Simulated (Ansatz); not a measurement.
Cost and result for the atomization energy of CH$_{9}$NO$_{2}$Si$_{2}$ (`C[SiH](O)N[SiH2]O`) (15 atoms, 14 bonds).

```csv
atom,x (Å),y (Å),z (Å)
C1,-1.1564,-0.8502,2.1213
Si2,-0.0214,-0.6184,0.6763
O3,-0.1769,-1.9587,-0.2682
N4,-0.3948,0.8384,-0.1870
Si5,0.6458,1.4790,-1.3818
O6,1.2197,0.1895,-2.2541
H7,-0.9296,-1.7852,2.6384
H8,-2.1979,-0.8968,1.7921
H9,-1.0548,-0.0287,2.8337
H10,1.4006,-0.4559,1.0877
H11,0.2382,-1.8728,-1.1312
H12,-1.3698,1.0891,-0.2658
H13,-0.1329,2.4203,-2.2280
H14,1.8288,2.1779,-0.8123
H15,2.1012,0.2725,-2.6211
```

Charge 0, multiplicity 1. The structure was optimised at the PBE0-D4/def2-TZVP level. It is one conformer, not always the lowest. Program: Ansatz. All runs use 2 threads of an AMD EPYC 7R13 on a shared host and a share of an NVIDIA H100 80 GB. Times are those of one run each, without the atoms' runs, and a repeat can differ threefold. Electronic energies, without spin–orbit coupling; frozen cores. CCSD(T)/CBS adds CCSD(T) − MP2 in def2-TZVPP to the MP2 limit, and its time is that of the two runs behind it. T1 = 0.011. B3LYP takes the VWN-RPA correlation (the form of Gaussian; ORCA's B3LYP/G).

CCSD(T)/CBS is a level of theory with its own doubt, some kJ/mol a heavy atom from the limit and from the frozen cores, so smaller differences don't rank the functionals.

| level | functions | wall time | atomization (kJ/mol) | difference from CCSD(T)/CBS | per bond |
| --- | --- | --- | --- | --- | --- |
| B3LYP-D4/def2-TZVPP (with forces) | 334 | 3 s | 5577.1 | -29.6 | -2.1 |
| B2PLYP/def2-TZVPP | 334 | 3.4 s | 5520.7 | -86.0 | -6.1 |
| PBE0-D4/def2-TZVPP | 334 | 4 s | 5532.2 | -74.5 | -5.3 |
| r2SCAN-D4/def2-TZVPP (with forces) | 334 | 4.2 s | 5576.8 | -29.9 | -2.1 |
| ωB97X-V/def2-TZVPP | 334 | 4.2 s | 5607.2 | 0.5 | 0.0 |
| MP2/def2-QZVPP | 638 | 4.5 s | 5622.2 | 15.5 | 1.1 |
| PBE-D4/def2-TZVPP (with forces) | 334 | 5.5 s | 5615.8 | 9.1 | 0.6 |
| ωB97M-V/def2-TZVPP (with forces) | 334 | 6 s | 5607.4 | 0.7 | 0.0 |
| CCSD(T)/def2-TZVPP | 334 | 8 s | 5442.1 | -164.6 | -11.8 |
| CCSD(T)/CBS(def2) | – | 13 s | 5606.7 | 0.0 | 0.0 |

From PBE to PBE0 (25 % exact exchange), in def2-TZVPP and without D4, the atomization energy moves by −78.3 kJ/mol: exact exchange takes away binding that semilocal exchange gives to molecules. The D4 term adds +56.2 kJ/mol with B3LYP and +29.8 kJ/mol with PBE0; it sums over pairs of atoms, weighted by their polarisabilities, and B3LYP, whose exchange is more repulsive, gets the larger term. In def2-TZVPP, CCSD(T) changes the Hartree–Fock value by +1390.4 kJ/mol (the triples alone add +71.8 kJ/mol) and MP2 by +1471.5 kJ/mol; breaking electron pairs costs correlation energy, which Hartree–Fock lacks.
